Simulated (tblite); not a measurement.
Species: C4H13BN2Si.
SMILES with atom numbers: `[NH2:1][BH:2][N:3]1[CH2:4][CH2:5][CH2:6][CH2:7][SiH2:8]1` (hydrogens: H9, H10 on N1; H11 on B2; H12, H13 on C4; H14, H15 on C5; H16, H17 on C6; H18, H19 on C7; H20, H21 on Si8)

Computed with GFN2-xTB (tblite), gas phase: L-BFGS steps from a force-field or distance-geometry start until the largest atomic force falls under 0.01 eV/Å.

Step 51: E = -655.3472 eV
```
atom  x, y, z in Å  |  force x, y, z in eV/Å
N1      3.1844    0.2903    0.4694   -0.310   0.002  -0.110
B2      2.2573   -0.6103   -0.0501   -0.035  -0.004  -0.047
N3      0.8549   -0.2921   -0.0987    0.018   0.108  -0.030
C4     -0.1078   -1.3873   -0.0893    0.169   0.023  -0.071
C5     -1.3779   -1.0173    0.6754    0.148  -0.135  -0.027
C6     -2.2321   -0.0034   -0.0746    0.049  -0.056   0.003
C7     -1.5610    1.3607   -0.0800    0.066   0.059   0.056
Si8     0.2469    1.2308   -0.6292    0.087   0.084  -0.155
H9      4.1743    0.1643    0.4127    0.189  -0.058   0.045
H10     2.9140    1.1776    0.8594    0.030  -0.042  -0.074
H11     2.6166   -1.6557   -0.4549    0.066  -0.004   0.140
H12     0.3756   -2.2461    0.3829   -0.086  -0.029   0.058
H13    -0.3633   -1.6850   -1.1150   -0.069   0.015  -0.014
H14    -1.0801   -0.5949    1.6363   -0.049  -0.040   0.073
H15    -1.9450   -1.9331    0.8541   -0.055   0.012   0.020
H16    -2.3672   -0.3509   -1.0989   -0.081  -0.018  -0.085
H17    -3.2160    0.0653    0.3953   -0.064  -0.022  -0.019
H18    -2.0898    2.0400   -0.7451   -0.099   0.037   0.014
H19    -1.6294    1.7820    0.9208    0.000   0.072   0.082
H20     0.2397    1.4022   -2.1064    0.070  -0.105   0.086
H21     1.0969    2.2798   -0.0643   -0.044   0.101   0.057
```

Step 52: E = -655.3566 eV
```
atom  x, y, z in Å  |  force x, y, z in eV/Å
N1      3.1789    0.2981    0.4581   -0.218   0.070  -0.118
B2      2.2580   -0.6129   -0.0480   -0.088  -0.143   0.030
N3      0.8561   -0.2999   -0.0988    0.035   0.112  -0.051
C4     -0.1082   -1.3932   -0.0924    0.158   0.046  -0.080
C5     -1.3793   -1.0232    0.6734    0.178  -0.128  -0.041
C6     -2.2271    0.0031   -0.0718    0.028  -0.138   0.017
C7     -1.5514    1.3651   -0.0739   -0.018   0.008   0.053
Si8     0.2525    1.2260   -0.6223    0.054   0.087  -0.159
H9      4.1706    0.1777    0.4091    0.154  -0.049   0.050
H10     2.8978    1.1977    0.8101    0.059  -0.035  -0.056
H11     2.6151   -1.6769   -0.4039    0.072   0.022   0.099
H12     0.3784   -2.2573    0.3701   -0.134   0.010   0.053
H13    -0.3684   -1.6794   -1.1204   -0.060  -0.005  -0.007
H14    -1.0833   -0.6096    1.6403   -0.065  -0.073   0.032
H15    -1.9495   -1.9419    0.8359   -0.047   0.074   0.041
H16    -2.3687   -0.3424   -1.0959   -0.062  -0.008  -0.096
H17    -3.2104    0.0705    0.3998   -0.062  -0.003  -0.012
H18    -2.0718    2.0463   -0.7433   -0.123   0.030   0.008
H19    -1.6319    1.7860    0.9253    0.044   0.085   0.101
H20     0.2507    1.3989   -2.0970    0.069  -0.103   0.050
H21     1.0829    2.2841   -0.0547    0.025   0.139   0.086
```

Task: Estimate the geometry and energy of step 53. (The exact step hangs on the optimiser's Hessian estimate; all steps are aligned on step 52, rigid shifts and turns removed.)

Result: E = -655.3656 eV, largest force 0.259 eV/Å
```
atom  x, y, z in Å  |  force x, y, z in eV/Å
N1      3.1734    0.3128    0.4415   -0.147  -0.085  -0.195
B2      2.2575   -0.6186   -0.0434    0.016  -0.124   0.160
N3      0.8579   -0.3080   -0.0984    0.051   0.065  -0.073
C4     -0.1073   -1.3990   -0.0977    0.071   0.044  -0.063
C5     -1.3788   -1.0307    0.6704    0.123  -0.061  -0.042
C6     -2.2228    0.0076   -0.0691    0.000  -0.158   0.016
C7     -1.5426    1.3696   -0.0675   -0.091  -0.047   0.037
Si8     0.2594    1.2210   -0.6163    0.001   0.108  -0.073
H9      4.1679    0.1964    0.3988    0.063  -0.027   0.061
H10     2.8825    1.2182    0.7632    0.065   0.040  -0.030
H11     2.6200   -1.6981   -0.3461    0.051   0.064   0.061
H12     0.3762   -2.2715    0.3548   -0.146   0.054   0.035
H13    -0.3767   -1.6715   -1.1276   -0.029  -0.021   0.001
H14    -1.0897   -0.6256    1.6447   -0.056  -0.105  -0.023
H15    -1.9567   -1.9482    0.8186   -0.018   0.099   0.050
H16    -2.3732   -0.3343   -1.0944   -0.029   0.012  -0.066
H17    -3.2068    0.0771    0.4043   -0.015  -0.006  -0.013
H18    -2.0574    2.0532   -0.7406   -0.119  -0.003   0.024
H19    -1.6333    1.7908    0.9311    0.085   0.076   0.085
H20     0.2667    1.3906   -2.0844    0.063  -0.085  -0.050
H21     1.0748    2.2849   -0.0421    0.063   0.161   0.099
```

The energy changes by -0.0090 eV. The first-order estimate −F·Δx gives -0.0128 eV and the mean of the old and new forces, exact on a quadratic surface, -0.0090 eV. The step makes an angle of 79° with the force vector and moves no atom by more than 0.062 Å.

The cost below is that of the whole relaxation. Time: 1.7 s. Hardware: an Arm Neoverse N1 with one thread (shared host).
